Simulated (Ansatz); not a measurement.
`[OH][Ti]([OH])([F])[F]` and `C#[C][Ti]([OH])([F])[F]` differ in one atom or group.

Ansatz, PBE0-D4/def2-TZVP geometries, multiplicity 1. Each molecule was computed in one conformer, which needn't be the lowest.

Scalar relativity is left out up to krypton.

| property | `[OH][Ti]([OH])([F])[F]` |
| --- | --- |
| zero-point energy (PBE0-D4/def2-TZVP) / kJ/mol | 78.6 |
| LUMO energy (ωB97M-V/def2-TZVPP) / eV | 0.20 |
| LUMO energy (PBE0/def2-TZVPP) / eV | -2.13 |
| HOMO energy (PBE/def2-TZVPP) / eV | -8.18 |
| HOMO–LUMO gap (PBE/def2-TZVPP) / eV | 5.07 |
| LUMO energy (PBE/def2-TZVPP) / eV | -3.11 |

Problem. What does the change do to each property? (An estimate is asked.)

Solution. Ansatz gave: 
```tsv
property	`C#[C][Ti]([OH])([F])[F]`	shift
zero-point energy (PBE0-D4/def2-TZVP) / kJ/mol	93.8	15.2
LUMO energy (ωB97M-V/def2-TZVPP) / eV	-0.54	-0.74
LUMO energy (PBE0/def2-TZVPP) / eV	-2.77	-0.64
HOMO energy (PBE/def2-TZVPP) / eV	-7.23	0.95
HOMO–LUMO gap (PBE/def2-TZVPP) / eV	3.55	-1.52
LUMO energy (PBE/def2-TZVPP) / eV	-3.68	-0.57
```

With PBE0 the HOMO rises by 1.47 eV and the LUMO falls by 0.64 eV, so the gap narrows by about 2.11 eV. PBE moves the HOMO by 0.95 eV and ωB97M-V by 1.70 eV. The zero-point energy changes by 15.2 kJ/mol with +3 modes.
